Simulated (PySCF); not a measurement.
Geometry:
```csv
atom,x (Å),y (Å),z (Å)
C1,-2.321,1.094,-1.483
C2,-2.202,0.763,0.007
C3,-2.857,1.864,0.844
C4,-2.868,-0.583,0.301
Si5,-0.352,0.660,0.483
Si6,0.855,-0.865,-0.835
Si7,2.890,-1.294,0.245
Si8,3.954,0.753,0.662
H9,-3.383,1.177,-1.773
H10,-1.835,2.051,-1.732
H11,-1.868,0.313,-2.116
H12,-3.933,1.937,0.604
H13,-2.774,1.663,1.924
H14,-2.407,2.851,0.649
H15,-3.942,-0.541,0.050
H16,-2.424,-1.401,-0.291
H17,-2.788,-0.857,1.365
H18,0.299,2.002,0.326
H19,-0.218,0.258,1.921
H20,0.094,-2.140,-1.037
H21,1.130,-0.273,-2.185
H22,3.776,-2.188,-0.567
H23,2.612,-1.968,1.554
H24,3.075,1.589,1.538
H25,4.178,1.486,-0.622
H26,5.271,0.560,1.345
```

Geometry: PBE0-D3(BJ)/def2-SVP; GIAO absolute shieldings from PySCF, gas phase, non-relativistic, averaged over equivalent atoms.

At wB97X-D/pcSseg-1 (254 basis functions, 86 s wall time on 1 thread of an Arm Neoverse V2, shared host):
| atoms | σ (ppm) |
| --- | --- |
| C1/C3/C4 | 154.8 |
| C2 | 168.1 |
| Si5 | 394.0 |
| Si8 | 457.5 |
| Si7 | 468.1 |
| Si6 | 472.0 |
| H18/H19 | 27.57 |
| H24/H25/H26 | 27.84 |
| H22/H23 | 27.90 |
| H20/H21 | 27.95 |
| H9/H10/H11/H12/H13/H14/H15/H16/H17 | 30.33 |

Question: Predict the values at PBE0/pcSseg-1 on the same geometry.

Answer: 
| atoms | σ at PBE0/pcSseg-1 | change |
| --- | --- | --- |
| C1/C3/C4 | 154.5 | -0.3 |
| C2 | 166.3 | -1.8 |
| Si5 | 394.0 | +0.0 |
| Si8 | 457.3 | -0.2 |
| Si7 | 466.9 | -1.2 |
| Si6 | 471.3 | -0.7 |
| H18/H19 | 27.40 | -0.17 |
| H24/H25/H26 | 27.69 | -0.15 |
| H22/H23 | 27.73 | -0.17 |
| H20/H21 | 27.78 | -0.17 |
| H9/H10/H11/H12/H13/H14/H15/H16/H17 | 30.19 | -0.14 |

The largest change is at C2 (fully substituted sp3 carbon bonded to Si). Cost: 254 basis functions, 65 s wall time on 1 thread of an Arm Neoverse V2, shared host.
